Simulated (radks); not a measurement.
Trend from La2+ to Lu2+: ionisation energy by Delta-SCF between NIST ground configurations, and size. Method: scalar-relativistic Kohn-Sham, BLYP, spin-polarised, spherical densities, finite nucleus; open shells are filled with parallel spins first (spin-orbit coupling, left out, can overturn this in heavy ions); Fermi nuclear charge, rms radius of each element as measured or else 0.836 A^(1/3) + 0.57 fm; computed with a radial shooting solver on a logarithmic mesh with Libxc functionals.

species,configuration,IE (eV),NIST (eV),kind,-e(HOMO) (eV)
La2+,[Xe] 5d1,19.000,19.177,exp.,14.851 (5d)
Ce2+,[Xe] 4f2,20.794,20.197,semi-emp.,13.261 (4f)
Pr2+,[Xe] 4f3,22.072,21.624,exp.,14.361 (4f)
Nd2+,[Xe] 4f4,23.180,22.09,semi-emp.,15.297 (4f)
Pm2+,[Xe] 4f5,24.154,22.4,semi-emp.,16.105 (4f)
Sm2+,[Xe] 4f6,25.014,23.6,semi-emp.,16.808 (4f)
Eu2+,[Xe] 4f7,25.777,24.84,semi-emp.,17.422 (4f)
Gd2+,[Xe] 4f7 5d1,20.273,20.54,semi-emp.,15.646 (5d)
Tb2+,[Xe] 4f9,22.647,21.82,semi-emp.,14.544 (4f)
Dy2+,[Xe] 4f10,23.518,22.89,semi-emp.,15.279 (4f)
Ho2+,[Xe] 4f11,24.304,22.79,semi-emp.,15.936 (4f)
Er2+,[Xe] 4f12,25.015,22.70,semi-emp.,16.524 (4f)
Tm2+,[Xe] 4f13,25.658,23.66,semi-emp.,17.052 (4f)
Yb2+,[Xe] 4f14,26.242,25.05,semi-emp.,17.528 (4f)
Lu2+,[Xe] 4f14 6s1,21.439,20.959,exp.,18.025 (6s)

Reference values: NIST Atomic Spectra Database (exp. = measured, semi-emp. = semi-empirical, theory = theoretical value adopted there). Open shells are spherical and high-spin; term and fine-structure splittings are not resolved. Spin-orbit splitting is averaged out at the scalar-relativistic level.
